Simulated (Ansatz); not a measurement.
C2H9NOSi, SMILES `COCN[SiH3]` at its PBE0-D4/def2-TZVP geometry, where that method's forces vanish. The species carries charge 0 and has multiplicity 1.

```xyz
14

C     1.9444   -0.2312   -0.4544
O     0.8586   -1.1101   -0.3422
C     0.0359   -0.8450    0.7718
N    -0.6790    0.3932    0.7284
Si   -1.8855    0.7240   -0.4622
H     2.5508   -0.5674   -1.2952
H     1.6219    0.7996   -0.6467
H     2.5629   -0.2416    0.4553
H     0.6389   -0.8764    1.6904
H    -0.6735   -1.6757    0.7885
H    -0.1946    1.1711    1.1465
H    -2.7604   -0.4734   -0.5520
H    -1.3696    1.0220   -1.8286
H    -2.6509    1.9111    0.0004
```

**Question.** What forces (eV/Å) does ωB97M-V/def2-TZVPP give on these atoms in the Gaussian-basis code of Ansatz? (Estimate.)

**Answer.** Ansatz gave: 
```
C1   0.255  0.200 -0.040
O2  -0.095 -0.153 -0.137
C3  -0.028 -0.246  0.270
N4  -0.037  0.207 -0.014
Si5 -0.166  0.040 -0.143
H6  -0.047  0.036  0.074
H7   0.023 -0.083  0.018
H8  -0.058 -0.001 -0.069
H9  -0.038 -0.004 -0.082
H10  0.057  0.071  0.005
H11 -0.010 -0.022  0.000
H12  0.105  0.129  0.012
H13 -0.052 -0.036  0.160
H14  0.092 -0.137 -0.054
```
